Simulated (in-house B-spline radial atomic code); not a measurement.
Values are calculated unless marked as measured or tabulated.
**Stopping and range of 30 keV B in Ge**

The pair potential comes from two frozen, spherical free-atom densities (PBE, B-spline radial code, scalar-relativistic past argon): electrostatics plus the change in Thomas-Fermi kinetic and Dirac exchange energy where they overlap, the recipe behind the universal ZBL potential, which averages such potentials (from solid-state densities) over many pairs. It is written V = (Z1 Z2 e²/r) φ(r/a), with e² = 14.3996 eV·Å and a = 0.46850 Å/(Z1^0.23 + Z2^0.23); ZBL's fit is φ = 0.18175 e^(−3.1998x) + 0.50986 e^(−0.94229x) + 0.28022 e^(−0.4029x) + 0.02817 e^(−0.20162x). Where φ falls below 4e-4 it is continued as an exponential.

The target is taken as amorphous, with density 5.3234 g/cm³ (NSM archive of the Ioffe Institute); channelling is ignored. Masses: B 10.81, Ge 72.63 u. Nuclear stopping is S_n = 4π a Z1 Z2 e² M1/(M1 + M2) × s_n(ε), with s_n integrated over impact parameters for each pair. Electronic stopping is Lindhard and Scharff's S_e = Z1^(1/6) 8π e² a0 Z1 Z2/(Z1^(2/3) + Z2^(2/3))^(3/2) × v/v0, with a0 = 0.529177 Å and v = v0 at 24.801 keV/u; it misses the oscillations with Z1 seen in experiment, which reach tens of per cent. Compounds add by atom fraction.

```csv
target atom,a (Å),ε at this energy,"s_n, this pair","s_n, ZBL potential"
Ge,0.12776,1.448,0.2939,0.2856
```

**Question.** What are the atom density and the stopping powers at entry?

**Answer.** N = 5.3234 × 0.602214/72.63 = 0.04414 atoms/Å³. For Ge: S_n = 479.2 × 0.2939 = 140.8 eV·Å², S_e = 1.6503 × √30000 = 285.8 eV·Å². Averaged over the target's atoms and times N × 10 Å/nm, the ion loses N S_n = 62.2 eV/nm to recoils and N S_e = 126 eV/nm to electrons; the nuclear share is 33 %.

Along the track:

```
E (keV)  N S_n (eV/nm)  N S_e (eV/nm)
    1.5           64.4           28.2
    4.5           75.7           48.9
      9           75.9           69.1
     15           72.1           89.2
   22.5           66.8            109
     30           62.2            126
```

**Question.** Estimate the path length and the projected range.

**Answer.** With continuous slowing down the path is the integral of dE/(N (S_n + S_e)). Trapezoids over the table give 187 nm, and the stretch below the first row, with stopping taken as √E, adds 2E/(N S) = 32 nm: 219 nm in all, against 210 nm on a fine grid from 5 eV. Deflections shorten the depth: to first order in the energy passed on, N (S_n + S_e) dR_p/dE = 1 − N S_n (M2/M1) R_p/(2E), summed over the target's atoms, and integrating this on the fine grid gives R_p = 75 nm, 0.36 of the path. Lindhard's rule of thumb R/(1 + M2/3M1), with mean M2/M1 = 6.72, gives 64.8 nm; it is meant for M2/M1 below about 2. On the ZBL potential the same equation gives 76.7 nm, and the full integral equation, which keeps hard collisions, 80 nm.
